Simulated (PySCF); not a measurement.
CH₉NSeSi₂.
Numbering: `[CH3:1][Si@@H:2]([NH2:3])[Se:4][SiH3:5]` (hydrogens: H6, H7, H8 on C1; H9 on Si2; H10, H11 on N3; H12, H13, H14 on Si5)

Theory: PySCF 2.14.0, PBE0-D3(BJ)/def2-SVP geometry optimisation, gas phase.

Problem. Give the optimised bond lengths and angles.

Solution. 
| bond | length (Å) | order |
| --- | --- | --- |
| C1–Si2 | 1.869 | single |
| Si2–N3 | 1.727 | single |
| Si2–Se4 | 2.293 | single |
| Se4–Si5 | 2.284 | single |
| C1–H6, C1–H7, C1–H8 | 1.101 | single |
| Si2–H9 | 1.497 | single |
| N3–H10, N3–H11 | 1.013 | single |
| Si5–H12, Si5–H13, Si5–H14 | 1.493 | single |

Bonds in one row agree within 0.01 Å and their mean is given. Orders are formal, as drawn. A selection of angles:
| angle | degrees |
| --- | --- |
| Si2–C1–H6 | 111.0 |
| Si2–C1–H7 | 110.1 |
| H6–C1–H7 | 108.1 |
| H6–C1–H8 | 108.6 |
| C1–Si2–N3 | 107.6 |
| C1–Si2–Se4 | 112.6 |
| C1–Si2–H9 | 110.0 |
| N3–Si2–Se4 | 107.2 |
| N3–Si2–H9 | 115.9 |
| Se4–Si2–H9 | 103.6 |
| Si2–N3–H10 | 121.1 |
| H10–N3–H11 | 112.1 |
| Si2–Se4–Si5 | 93.5 |
| Se4–Si5–H12 | 105.3 |
| Se4–Si5–H13 | 111.8 |
| Se4–Si5–H14 | 112.7 |
| H12–Si5–H13 | 108.9 |
| H12–Si5–H14 | 108.4 |

Torsions: C1–Si2–Se4–Si5 -79° (synclinal).

N3 (silicon-bound nitrogen) has angles 121.7°, 121.1° and 112.1°, sum 355.0°, 0.15 Å off the plane of its three neighbours. Si2 (SiH silicon) is distorted tetrahedral (angles from 103.6° to 115.9°). Si5 (SiH3 silicon) is distorted tetrahedral (angles from 105.3° to 112.7°).

Point group: C1 (no symmetry element, even within 0.4 Å). Stationary, but not proved a minimum. One conformer, not necessarily the lowest (C1–Si2–N3–H -27° and 180°, C1–Si2–Se4–Si5 -79°).
